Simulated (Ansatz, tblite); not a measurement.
Removing and adding an electron: the cluster Sn₂S (the lowest singlet isomer of a short search). Total charge 0; singlet. Geometry: B3LYP-D4/def2-TZVP. Ansatz, gas phase; energy differences of separate SCF runs; the oxidised species was run as a doublet alone; the reduced species was run as a doublet alone.

Cartesian coordinates in Å:
```
Sn 0.997 1.085 -0.642
Sn 0.147 -1.582 0.238
S -1.143 0.498 0.404
```

In the def2 sets Sn takes a core potential; there is no spin–orbit coupling. The xTB rows come from tblite. Correlated methods freeze 13 core orbitals; core or outer-core shells of Sn are correlated, in sets that lack core-valence functions. The structure comes from a short search, and lower isomers may exist.

Task: Estimate orbital energies and vertical ionisation energies and electron affinities at: GFN1-xTB; GFN2-xTB; PBE-D4/def2-TZVP; PBE-D4/def2-TZVPD; r2SCAN-D4/def2-TZVP; r2SCAN-D4/def2-TZVPD; PBE0-D4/def2-TZVP; PBE0-D4/def2-TZVPD; MP2/def2-TZVPP; CCSD/def2-TZVPP; CCSD(T)/def2-TZVPP.

Result: 
```tsv
level	−HOMO (eV)	vertical IE (eV)	−LUMO (eV)	vertical EA (eV)	HOMO–LUMO gap (eV)	IE − EA (eV)	remarks
GFN1-xTB	9.06	12.08	7.83	4.69	1.23	7.39	–
GFN2-xTB	9.33	12.15	8.12	5.12	1.21	7.03	–
PBE-D4/def2-TZVP	4.40	6.93	3.59	–	0.81	–	–
PBE-D4/def2-TZVPD	4.42	–	3.62	1.39	0.81	–	HOMO above zero (-1 doublet)
r2SCAN-D4/def2-TZVP	4.60	6.94	3.55	–	1.05	–	–
r2SCAN-D4/def2-TZVPD	4.61	–	3.57	1.50	1.05	–	HOMO above zero (-1 doublet)
PBE0-D4/def2-TZVP	5.18	6.97	2.91	–	2.27	–	–
PBE0-D4/def2-TZVPD	5.20	–	2.94	1.40	2.26	–	HOMO above zero (-1 doublet)
MP2/def2-TZVPP	–	7.00	–	–	–	–	restricted SCF unstable (singlet)
CCSD/def2-TZVPP	–	6.91	–	–	–	–	large T1 (0.020) (singlet), restricted SCF unstable (singlet)
CCSD(T)/def2-TZVPP	–	6.99	–	–	–	–	large T1 (0.020) (singlet), restricted SCF unstable (singlet)
```

Run but left out: HF/def2-TZVPP (singlet: restricted singlet, unstable towards broken spin symmetry).   A HOMO above zero means that the electron is unbound at that level or that self-interaction error raises the level; the energy of removing that electron tells which. Raw xTB energy differences between charge states are shifted by several eV; the methods need an empirical correction for them.
